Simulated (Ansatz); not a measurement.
```yaml
crystal:
  periodic: [false, false, false]
  atoms:
    - {symbol: Al, position_ang: [-0.354754, -1.610532, -2.171478]}
    - {symbol: Al, position_ang: [-1.498671, -0.780366, 0.689423]}
    - {symbol: Al, position_ang: [2.511895, 1.957274, -0.040706]}
    - {symbol: Al, position_ang: [0.060245, -1.556391, 2.595227]}
    - {symbol: Sb, position_ang: [1.474197, -0.823806, -0.073750]}
    - {symbol: Sb, position_ang: [-0.193150, 1.589790, -1.137009]}
    - {symbol: Sb, position_ang: [0.478134, 1.141031, 1.809137]}
    - {symbol: Sb, position_ang: [-2.477895, 0.083009, -1.670845]}
basis:
  gaussian: {orbitals: def2-TZVP, initial_orbitals: start.molden}
hamiltonian: {xc: {name: wB97M-V}}
scf: {omitted_lower_state_checks: [starts]}
output: {orbitals: {seedname: orbitals}}
```

The file start.molden holds the orbitals of an earlier run on this structure, at another level or in another basis.

```sh
$ ansatz run in.yaml --threads 4 --pin off --events-out ev --progress --plain --max-ram 4787MiB
```

(1) Does this run fit into the memory that it is given?

Answers

(1) No. It has 348 basis functions, and Ansatz plans for 6 GiB where 5 GiB are given.
